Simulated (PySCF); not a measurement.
Mn(OH)2 (H2MnO2), SMILES [OH][Mn][OH] (connectivity only; charge and spin as stated), neutral, multiplicity 6.

Geometry optimised at B3LYP-D3(BJ)/def2-TZVP. The multiplicity is an assumed one; other spin states were not compared. Other conformers were not sampled.

All values below come from B3LYP-D3(BJ)/def2-TZVP in PySCF 2.14.0.

Frequencies are harmonic and unscaled.

```tsv
mode	ν (cm⁻¹)	IR (km/mol)	moving atoms (share of kinetic energy)
1	117	33.9	O 57 %, Mn 36 %
2	118	5.2	O 44 %, Mn 35 %, H 22 %
3	150	92.8	H 94 %
4	463	275.5	H 82 %, O 16 %
5	483	54.4	H 74 %, O 25 %
6	609	2.8	O 81 %, H 19 %
7	734	203.5	O 54 %, Mn 38 %, H 8 %
8	3897	128.9	H 94 %
9	3897	11.8	H 94 %
```
